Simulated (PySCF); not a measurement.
C2H7NOSi2, SMILES [SiH3]C1=NC[SiH2]O1.

Geometry: PBE0-D3(BJ)/def2-SVP. The structure was generated by enumeration, and PubChem lists no compound with its InChIKey, so it may never have been made. Other conformers were not sampled.

Two levels are set side by side: PBE/def2-TZVP (PySCF) and CAM-B3LYP/def2-TZVP (PySCF). Same geometry, gas phase. Differences are taken from unrounded values.

```json
[
 {"quantity": "orbital gap (eV)", "CAM-B3LYP": "9.59", "PBE": "4.70", "PBE minus CAM-B3LYP": "-4.89"},
 {"quantity": "highest occupied level (eV)", "CAM-B3LYP": "-8.80", "PBE": "-6.10", "PBE minus CAM-B3LYP": "2.71"},
 {"quantity": "lowest empty level (eV)", "CAM-B3LYP": "0.79", "PBE": "-1.40", "PBE minus CAM-B3LYP": "-2.19"},
 {"quantity": "dipole moment (D)", "CAM-B3LYP": "1.65", "PBE": "1.46", "PBE minus CAM-B3LYP": "-0.19"},
 {"quantity": "mean polarisability (bohr³)", "CAM-B3LYP": "82.9", "PBE": "88.6", "PBE minus CAM-B3LYP": "5.7"}
]
```

Without exact exchange PBE keeps part of each electron's self-repulsion, which lifts occupied levels and narrows the gap. Loosely held outer electrons make PBE densities more polarisable. Differences between two approximate levels are no errors against the true value.

Rough cost on one machine, each run with all the roots and properties that it gave: CAM-B3LYP against PBE within a factor of 2.
